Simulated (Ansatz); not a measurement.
A nudged elastic band was laid between two geometries of C2H7BSi (11 atoms, charge 0, multiplicity 1).

Level of theory: RKS PBE/def2-SVP (Ansatz 0.2.0).

- movable images: 6
- climbing image: no
- spring: 5.0 eV/Å²
- optimiser: quadratic models (default)
- start path: IDPP
- force threshold: 0.05 eV/Å
- iteration limit: 60
- end points: relaxed

First end point:

```xyz
11
Properties=species:S:1:pos:R:3
C 0.186 2.294 -0.212
C 0.188 1.046 0.326
B -0.152 -0.195 -0.533
Si -0.142 -2.075 0.226
H 0.429 3.201 0.371
H -0.064 2.448 -1.277
H 0.447 0.961 1.399
H -0.433 0.002 -1.705
H 1.211 -2.394 0.825
H -0.469 -3.164 -0.762
H -1.135 -2.180 1.363
```

Last end point:

```xyz
11
Properties=species:S:1:pos:R:3
C 0.047 2.328 -0.091
C 0.039 1.070 0.428
B -0.043 -0.172 -0.489
Si -0.025 -2.094 0.143
H 0.112 3.236 0.536
H -0.009 2.488 -1.182
H 0.099 0.977 1.528
H -0.114 0.026 -1.694
H -1.231 -2.839 -0.383
H 0.003 -2.272 1.642
H 1.187 -2.804 -0.419
```

Question: Which bonds break or form, and what moves?

Answer: No bond is made or broken. The dihedral H8–B3–Si4–H10 goes from 1 to -177°.

Question: Give the energies along the band, and the barrier.

Answer: It converged. The highest image is number 0 of 0 to 7, 0.0 kcal/mol above the first end and 0.4 kcal/mol above the last; the last end lies 0.4 kcal/mol below the first. The highest image is an end point: on this band no image between the ends rises above it. Between wells the path still climbs a hump at image 5, 0.02 eV above the well before it.

```tsv
image	path coordinate (Å)	energy (kcal/mol)	dihedral H8–B3–Si4–H10 (°)
0	0.00	0.0	1
1	0.83	-0.2	-24
2	1.66	-0.4	-48
3	2.49	-0.3	-73
4	3.32	-0.1	-100
5	4.15	0.0	-128
6	4.98	-0.2	-155
7	5.82	-0.4	-177
```

The band took 6 iterations and roughly 4 core-minutes.

The run took 2.2 min on 2 threads of AMD EPYC (Zen 3), on a shared host, peak memory 0.14 GiB.
